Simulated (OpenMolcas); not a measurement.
**Levels of Si2+ by method**

| Item | Value |
| --- | --- |
| Program | OpenMolcas |
| Basis | ANO-R3 [6s5p4d2f1g] |
| Scalar Hamiltonian | X2C, finite nucleus |
| Active space | 2 electrons in 4 orbitals (3s 3p) |
| State averaging | 2S+1 = 3 even, 3 roots; 2S+1 = 1 even, 7 roots; 2S+1 = 3 odd, 3 roots; 2S+1 = 1 odd, 3 roots |
| Spin-orbit coupling | RASSI with atomic mean-field integrals over the reference wave functions, term energies averaged over their components |

Methods on the same reference wave functions:
A. CASSCF
B. SS-CASPT2, IPEA 0.25 Eh, imaginary shift 0.1 Eh (closed shells correlated: 2s 2p)
C. MS-CASPT2, IPEA 0.25 Eh, imaginary shift 0.1 Eh (closed shells correlated: 2s 2p)

Energies in cm⁻¹ above 3s² ¹S₀, the measured ground level; measured values from NIST levels in Kelleher and Podobedova, J. Phys. Chem. Ref. Data 37, 1285 (2008).

```
         Level       A       B       C  Measured
       3s² ¹S₀     0.0     0.0     0.0       0.0
    3s 3p ³P°₀   51650   52448   52597     52725
    3s 3p ³P°₁   51759   52557   52706     52853
    3s 3p ³P°₂   51980   52778   52927     53115
    3s 3p ¹P°₁   92634   84299   84447     82884
       3p² ³P₀  129442  129819  129968    129708
       3p² ³P₁  129553  129930  130079    129842
3p² ³P₂ [72 %]  129766  130052  130201    130101
3p² ¹D₂ [72 %]  140634  130392  130541    122215
       3p² ¹S₀  165124  153676  153973    153444
```

Deviations, from unrounded energies. A percentage is the sum of absolute deviations over the sum of measured energies, with the sign that they share, or ± where signs differ.

```csv
Against measurement,Levels,A,B,C
mean absolute deviation (cm-1),9,4900,1200,1300
other configurations (%),9,±4.9,±1.2,±1.3
```

B, C lie about equally close to measurement and A furthest from it. The largest miss of B in the table is 3p² ¹D₂ [72 %], by +8200 cm-1. The ranking rests on the paired levels alone, and a cruder setting can come out closer through cancelling errors.

Between B and C the level of the table that moves most is 3p² ¹S₀, by 300 cm-1 (lowest in B, highest in C).

The lowest spin-free term lies below A's lowest term by 0.279 hartree in B, 0.280 hartree in C.

Over all roots computed the reference weight is 0.91 to 0.98 in B, 0.91 to 0.98 in C; the roots of lowest weight are the least certain, and an intruder state may touch them. The ¹D term of p² mixes with s d, which this space lacks. Some levels mix across a computed gap that differs much from the measured one, so their mixing is not that of the real levels (holds for B; C). Computed and measured levels are paired by configuration, term and J; levels that our copy of the source lacks, or whose pairing is in doubt (as where it misses far off the trend of its configuration), stay unpaired and out of the deviations. Only configurations of the active space appear.

A share in square brackets marks a mixed level and gives the weight of the term that names it, the lowest over the columns. ° marks odd parity.
